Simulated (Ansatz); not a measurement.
A CCSD(T) single point on CH5ClFGaSi, SMILES `F[CH2][GaH][SiH2]Cl`.

```yaml
crystal:
  periodic: [false, false, false]
  atoms:
    - {symbol: F, position_ang: [-1.662940, 0.245079, 1.490994]}
    - {symbol: C, position_ang: [-0.328057, 0.149938, 1.871418]}
    - {symbol: Ga, position_ang: [0.855068, -0.259220, 0.322757]}
    - {symbol: Si, position_ang: [-0.087309, -0.255713, -1.899949]}
    - {symbol: Cl, position_ang: [0.060915, 1.741429, -2.462543]}
    - {symbol: H, position_ang: [-0.039108, 1.097676, 2.341419]}
    - {symbol: H, position_ang: [-0.248382, -0.625310, 2.642806]}
    - {symbol: H, position_ang: [2.391115, -0.464608, 0.593230]}
    - {symbol: H, position_ang: [-1.520440, -0.633511, -1.986491]}
    - {symbol: H, position_ang: [0.662138, -1.046960, -2.910641]}
basis:
  gaussian: {orbitals: def2-TZVPP}
correlation: {method: ccsd_t}
output: {orbitals: {seedname: orbitals}}
```

```sh
$ ansatz run in.yaml --threads 4 --pin off --events-out ev --progress --plain
```

The program prints (abridged):

```
Functional definition: HF
1591 factors; integrals over basis functions are off by at most 1.1e-3 eV
mean field evaluation 1: about -76516.0475 eV, gradient 2.7e1 eV
mean field evaluation 2: about -76516.2583 eV, gradient 2.8e1 eV
mean field evaluation 4: about -76518.5251 eV, gradient 3.9e0 eV
mean field evaluation 8: about -76518.5778 eV, gradient 3.3e-1 eV
mean field -76518.57815394 eV, -2812.0058810021 hartree, gradient 6.8e-6 eV, S^2 0.000000; 0 other end points of the search recorded, 0 dependent functions left out
21 core orbitals not correlated: weight in the atoms' cores, before any rotation towards them, 1.000 or more for the frozen orbitals, at most 0.000 for the correlated occupied ones
reference -76518.57815394 eV, -2812.0058810021 hartree; 20, 20 occupied and 223, 223 virtual orbitals, 1591 factors
second order -26.03812862 eV of doubles, -0.00000000 eV of singles
cycle   1  -26.42351181 eV  change   -3.9e-1 eV  update   1.2e-1
cycle   2  -27.17063815 eV  change   -7.5e-1 eV  update   3.6e-2
cycle   3  -27.30725205 eV  change   -1.4e-1 eV  update   1.7e-2
cycle   4  -27.29289463 eV  change    1.4e-2 eV  update   3.8e-3
cycle   5  -27.29102305 eV  change    1.9e-3 eV  update   1.7e-3
cycle   6  -27.29156766 eV  change   -5.4e-4 eV  update   5.0e-4
cycle   7  -27.29138260 eV  change    1.9e-4 eV  update   2.1e-4
cycle   8  -27.29129344 eV  change    8.9e-5 eV  update   7.4e-5
cycle   9  -27.29132261 eV  change   -2.9e-5 eV  update   3.4e-5
perturbative correction -1.02579296 eV, -0.0376971958 hartree
Total energy: -76546.89526950 eV, -2813.0465158049 hartree
```

It took 3.8 min on 4 threads of a server CPU on a shared host, with 6.2 GiB of host memory at the peak.

The correlation energy is -28.317 eV, 3.6 % of it from (T); the T1 diagnostic reads 0.0120.
